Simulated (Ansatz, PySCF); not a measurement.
This Ansatz (a first-principles code) input computes a B3LYP/def2-TZVPD energy:

Ansatz 0.2 input:
```yaml
crystal:
  periodic: [false, false, false]
  atoms:
    - {symbol: Si, position_ang: [-0.16443147, -0.22168779, 0.01012539]}
    - {symbol: Cl, position_ang: [-0.05773694, 0.77535649, -1.72880977]}
    - {symbol: Cl, position_ang: [0.02594451, 0.86918234, 1.68438220]}
    - {symbol: N, position_ang: [1.50553548, -1.13279236, -0.00577178]}
    - {symbol: N, position_ang: [-1.35698386, -1.38121373, 0.07123770]}
    - {symbol: H, position_ang: [1.57943627, -1.75387893, -0.81505974]}
    - {symbol: H, position_ang: [1.61981255, -1.70860798, 0.83180448]}
    - {symbol: H, position_ang: [-1.86679100, -1.67738294, -0.74867887]}
    - {symbol: H, position_ang: [-1.82563086, -1.63123311, 0.93015736]}
    - {symbol: H, position_ang: [2.29582349, -0.48438555, -0.04297150]}
basis:
  gaussian:
    orbitals: def2-TZVPD
hamiltonian:
  xc: {name: B3LYP}
total_charge: 1
output: {forces: true}
```

Question: Write an input for the same energy in PySCF and say what it gives.

Answer: 
```python
from pyscf import gto, scf, dft

mol = gto.M(
    atom='''
    Si   -0.16443147   -0.22168779    0.01012539
    Cl   -0.05773694    0.77535649   -1.72880977
    Cl    0.02594451    0.86918234    1.68438220
    N     1.50553548   -1.13279236   -0.00577178
    N    -1.35698386   -1.38121373    0.07123770
    H     1.57943627   -1.75387893   -0.81505974
    H     1.61981255   -1.70860798    0.83180448
    H    -1.86679100   -1.67738294   -0.74867887
    H    -1.82563086   -1.63123311    0.93015736
    H     2.29582349   -0.48438555   -0.04297150
    ''',
    basis='def2-tzvpd',
    charge=1,
    spin=0,
    verbose=4,
)

mf = dft.RKS(mol, xc='b3lyp').density_fit(auxbasis='def2-universal-jkfit')
mf.grids.level = 3
mf.conv_tol = 1e-9
mf.max_cycle = 100
mf.max_memory = 1500
mf.kernel()
if not mf.converged:
    mf = mf.newton()
    mf.kernel(mf.make_rdm1())
mf.analyze()
```
It gives -1322.46897 Eh, and Ansatz -1322.46888 Eh, a difference of 0.09 mEh, from the treatment of integrals and grids.

It need not be the lowest isomer of its formula.
